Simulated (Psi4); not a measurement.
Cl$_{2}$Si (SMILES Cl[Si]Cl), singlet, at a GFN2-xTB geometry; SVWN/3-21G run with Psi4.

The Psi4 input:
```
memory 2 GB

molecule {
0 1
  Si    0.00085030    0.00527408    0.92381323
  Cl    1.01602194    1.21319412   -0.38826774
  Cl   -1.01672219   -1.21753748   -0.37251962
}

set basis 3-21g
set e_convergence 1e-10

energy('svwn')
print_variables()
```

Output, abridged:

```
   => Loading Basis Set <=

    Name: 3-21G
    Role: ORBITAL
    Keyword: BASIS

         ---------------------------------------------------------
                                   SCF
               by Justin Turney, Rob Parrish, Andy Simmonett
                          and Daniel G. A. Smith
                              RKS Reference
         ---------------------------------------------------------

  ==> Geometry <==

    Molecular point group: c2v
    Full point group: C2v

    Geometry (in Angstrom), charge = 0, multiplicity = 1:

       Center              X                  Y                   Z               Mass
    ------------   -----------------  -----------------  -----------------  -----------------
         SI           0.000000000000     0.000000000000     0.931574392100    27.976926534650
         CL          -0.000000000000     1.584357347047    -0.372654324212    34.968852682000
         CL           0.000000000000    -1.584357347047    -0.372654324212    34.968852682000

  Running in c2v symmetry.

  Rotational constants: A =      0.49594  B =      0.09602  C =      0.08045 [cm^-1]
  Rotational constants: A =  14867.77215  B =   2878.72073  C =   2411.75337 [MHz]
  Nuclear repulsion =  171.008537586868329

  Charge       = 0
  Multiplicity = 1
  Electrons    = 48
  Nalpha       = 24
  Nbeta        = 24

  ==> Algorithm <==

  SCF Algorithm Type is DF.
  DIIS enabled.
  MOM disabled.
  Fractional occupation disabled.
  Guess Type is SAD.
  Energy threshold   = 1.00e-10
  Density threshold  = 1.00e-06
  Integral threshold = 1.00e-12

  ==> Primary Basis <==

  Basis Set: 3-21G
    Blend: 3-21G
    Number of shells: 21
    Number of basis functions: 39
    Number of Cartesian functions: 39
    Spherical Harmonics?: false
    Max angular momentum: 1

  ==> DFT Potential <==

   => LibXC <=

    Version 7.1.2
    S. Lehtola, C. Steigemann, M. J. T. Oliveira, and M. A. L. Marques,  SoftwareX 7, 1–5 (2018) (10.1016/j.softx.2017.11.002)

   => Composite Functional: SVWN <=

    Slater exchange
    Vosko, Wilk & Nusair (VWN5_RPA)
    P. A. M. Dirac,  Math. Proc. Cambridge Philos. Soc. 26, 376 (1930) (10.1017/S0305004100016108)
    F. Bloch,  Z. Phys. 57, 545 (1929) (10.1007/BF01340281)
    S. H. Vosko, L. Wilk, and M. Nusair,  Can. J. Phys. 58, 1200 (1980) (10.1139/p80-159)

    Deriv               =              1
    GGA                 =          FALSE
    Meta                =          FALSE

    Exchange Hybrid     =          FALSE
    MP2 Hybrid          =          FALSE

   => Exchange Functionals <=

    1.0000         XC_LDA_X

   => Correlation Functionals <=

    1.0000   XC_LDA_C_VWN_RPA

   => LibXC Density Thresholds  <==

    XC_LDA_C_VWN_RPA:  1.00E-15
    XC_LDA_X:  1.00E-15

   => Molecular Quadrature <=

    Radial Scheme          =       TREUTLER
    Pruning Scheme         =           NONE
    Nuclear Scheme         =       TREUTLER

    Blocking Scheme        =         OCTREE
    BS radius alpha        =              1
    Pruning alpha          =              1
    Radial Points          =             75
    Spherical Points       =            302
    Total Points           =          62460
    Total Blocks           =            556
    Max Points             =            256
    Max Functions          =             33
    Weights Tolerance      =       1.00E-15

   => Loading Basis Set <=

    Name: (3-21G AUX)
    Role: JKFIT
    Keyword: DF_BASIS_SCF

  ==> Integral Setup <==

  SCF_SUBTYPE=INCORE selected. In-core MEM_DF algorithm will be used.
  Using in-core AOs.

  ==> MemDFJK: Density-Fitted J/K Matrices <==

    J tasked:                   Yes
    K tasked:                    No
    wK tasked:                   No
    Algorithm:                 Core
    Schwarz Cutoff:           1E-12
    Mask sparsity (%):       5.6542
    Fitting Condition:        1E-10

   => Auxiliary Basis Set <=

  Basis Set: (3-21G AUX)
    Blend: DEF2-UNIVERSAL-JKFIT
    Number of shells: 114
    Number of basis functions: 465
    Number of Cartesian functions: 465
    Spherical Harmonics?: false
    Max angular momentum: 4

  Minimum eigenvalue in the overlap matrix is 2.6888435141E-02.
  Reciprocal condition number of the overlap matrix is 8.5326807767E-03.
    Using symmetric orthogonalization.

  ==> Pre-Iterations <==

  SCF Guess: Superposition of Atomic Densities via on-the-fly atomic UHF (no occupation information).

   -------------------------
    Irrep   Nso     Nmo
   -------------------------
     A1        17      17
     A2         3       3
     B1         6       6
     B2        13      13
   -------------------------
    Total      39      39
   -------------------------

  ==> Iterations <==

                           Total Energy        Delta E     RMS |[F,P]|

   @DF-RKS iter SAD: -1200.81200512038208   -1.20081e+03   0.00000e+00
   @DF-RKS iter   1: -1200.77674189782215    3.52632e-02   1.32599e-02 ADIIS/DIIS
   @DF-RKS iter   2: -1200.69863737944911    7.81045e-02   2.04660e-02 ADIIS/DIIS
   @DF-RKS iter   3: -1200.82362944373403   -1.24992e-01   3.25307e-03 ADIIS/DIIS
   @DF-RKS iter   4: -1200.82863342398377   -5.00398e-03   6.00944e-04 ADIIS/DIIS
   @DF-RKS iter   5: -1200.82878023758849   -1.46814e-04   4.41775e-05 DIIS
   @DF-RKS iter   6: -1200.82878118346798   -9.45879e-07   3.11467e-06 DIIS
   @DF-RKS iter   7: -1200.82878118758504   -4.11706e-09   4.75071e-07 DIIS
   @DF-RKS iter   8: -1200.82878118768394   -9.89075e-11   1.78515e-08 DIIS
  Energy and wave function converged.

  ==> Post-Iterations <==

   Electrons on quadrature grid:
      Ntotal   =   48.0000003034 ; deviation = 3.034e-07

    Orbital Energies [Eh]
    ---------------------

    Doubly Occupied:

[...]
    Virtual:

[...]
    Final Occupation by Irrep:
             A1    A2    B1    B2
    DOCC [    11,    2,    3,    8 ]
    NA   [    11,    2,    3,    8 ]
    NB   [    11,    2,    3,    8 ]

  @DF-RKS Final Energy: -1200.82878118768394

   => Energetics <=

    Nuclear Repulsion Energy =            171.0085375868683286
    One-Electron Energy =               -2005.0476614385920584
    Two-Electron Energy =                 707.3307043231848183
    DFT Exchange-Correlation Energy =     -74.1203616591450896
    Empirical Dispersion Energy =           0.0000000000000000
    VV10 Nonlocal Energy =                  0.0000000000000000
    Total Energy =                      -1200.8287811876839442

Computation Completed

Properties will be evaluated at   0.000000,   0.000000,   0.000000 [a0]

Properties computed using the SCF density matrix

 Multipole Moments:

 ------------------------------------------------------------------------------------
     Multipole            Electronic (a.u.)      Nuclear  (a.u.)        Total (a.u.)
 ------------------------------------------------------------------------------------

 L = 1.  Multiply by 2.5417464519 to convert [e a0] to [Debye]
 Dipole X            :          0.0000000            0.0000000            0.0000000
 Dipole Y            :          0.0000000            0.0000000            0.0000000
 Dipole Z            :         -0.1905984            0.7025897            0.5119913
 Magnitude           :                                                    0.5119913

 ------------------------------------------------------------------------------------

  Variable Map:
  ----------------------------------------------------------------------------
[...]
  Array Variable Map:
  ----------------------------------------------------------------------------
[...]
[...]
```
